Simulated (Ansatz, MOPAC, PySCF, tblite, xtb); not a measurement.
System: H3Si (cation, charge +1), singlet: map of symmetric stretch and umbrella angle. Scanned: Si-H bond length and angle between the Si-H bonds and the threefold axis (90 = planar).

Computed with: GFN2-xTB, 300 K electronic temperature (tblite); RHF/def2-SVP (PySCF); FCI/cc-pVDZ = full CI/cc-pVDZ, frozen core in Ansatz (a quantum-chemistry and plane-wave program); RHF/cc-pVDZ (Ansatz); MP2/cc-pVDZ = Ansatz with MP2 on RHF/cc-pVDZ, frozen core; CCSD/cc-pVDZ = CCSD on RHF/cc-pVDZ, frozen core (Ansatz); CCSD(T)/cc-pVDZ = CCSD(T) on RHF/cc-pVDZ, frozen core run with Ansatz; CCSDT/cc-pVDZ = CCSDT on RHF/cc-pVDZ, frozen core run with Ansatz; CCSDT(Q)/cc-pVDZ = CCSDT(Q) on RHF/cc-pVDZ, frozen core run with Ansatz; RKS-CAM-B3LYP/cc-pVDZ = restricted CAM-B3LYP/cc-pVDZ (Ansatz); RKS-B3LYP/cc-pVDZ = Ansatz with restricted B3LYP/cc-pVDZ; RKS-PBE/cc-pVDZ = restricted PBE/cc-pVDZ (Ansatz); PM3, restricted, heats of formation (MOPAC); PM6, restricted, heats of formation (MOPAC); GFN1-xTB (xtb); RKS-B3LYP/6-31G* = restricted B3LYP/6-31G*, spherical d in PySCF; RKS-B3LYP/LANL2DZ = restricted B3LYP/LANL2DZ, with its core potentials past Ne (PySCF); RKS-B3LYP/6-311+G** = restricted B3LYP/6-311+G**, spherical d (PySCF); RKS-LDA (SVWN5)/6-31G* = restricted LDA (SVWN5)/6-31G*, spherical d run with PySCF.

Energies in eV at chosen points (x: Si-H bond length (Å); y: angle between the Si-H bonds and the threefold axis (90 = planar) (°)), relative to x = 1.50, y = 90:

```csv
method,"(1.82, 97.52)","(1.75, 117.39)","(1.82, 130)","(1.50, 110.44)","(1.75, 90)","(1.60, 122.99)","(1.82, 122.99)"
GFN2-xTB,1.957,2.515,4.330,0.741,1.338,2.248,3.502
RHF,2.681,3.548,6.302,1.121,1.802,3.328,5.019
FCI/cc-pVDZ,2.165,2.861,4.946,0.989,1.443,2.778,3.989
RHF/cc-pVDZ,2.598,3.485,6.236,1.125,1.732,3.304,4.947
MP2/cc-pVDZ,2.387,3.157,5.586,1.040,1.590,3.001,4.456
CCSD/cc-pVDZ,2.223,2.928,5.096,0.998,1.481,2.822,4.097
CCSD(T)/cc-pVDZ,2.185,2.879,4.986,0.991,1.456,2.787,4.019
CCSDT/cc-pVDZ,2.169,2.863,4.953,0.989,1.445,2.777,3.993
CCSDT(Q)/cc-pVDZ,2.167,2.861,4.946,0.989,1.444,2.777,3.989
RKS-CAM-B3LYP/cc-pVDZ,2.199,2.979,5.398,1.002,1.446,2.884,4.249
RKS-B3LYP/cc-pVDZ,2.079,2.856,5.196,0.986,1.364,2.814,4.069
RKS-PBE/cc-pVDZ,1.838,2.593,4.808,0.938,1.178,2.617,3.730
PM3,2.352,2.706,4.766,0.708,1.505,2.125,3.976
PM6,2.321,2.745,5.010,0.663,1.532,2.239,4.033
GFN1-xTB,1.902,1.884,3.460,0.398,1.322,1.505,2.745
RKS-B3LYP/6-31G*,2.244,2.992,5.371,0.975,1.500,2.864,4.240
RKS-B3LYP/LANL2DZ,2.143,2.894,5.206,0.964,1.429,2.788,4.101
RKS-B3LYP/6-311+G**,2.216,2.968,5.334,0.981,1.480,2.863,4.205
RKS-LDA (SVWN5)/6-31G*,1.912,2.646,4.878,0.909,1.242,2.602,3.800
```
